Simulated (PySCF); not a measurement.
Caution: the highest occupied level lies above zero, so the state may not be bound. This singlet lies 0.21 eV below the relaxed triplet at the level B3LYP-D3(BJ)/def2-TZVPD (PySCF); other levels give the other order.

B3LYP has the VWN-RPA correlation part, as in Gaussian. 

Cartesian coordinates (Å):
```xyz
5

C      1.2774     0.0583    -0.5483
C      0.0696    -0.0663    -0.4012
B     -1.4201    -0.5284    -0.2705
F     -2.2554     0.5305     0.0173
H      2.3285     0.0060    -0.7027
```
Charge -1, spin multiplicity 1.

Problem. Predict the total energy and HOMO from B3LYP-D3(BJ)/def2-TZVPD (PySCF).

Solution. 
```yaml
total_energy: -201.5391 Ha
HOMO: 0.95 eV
```
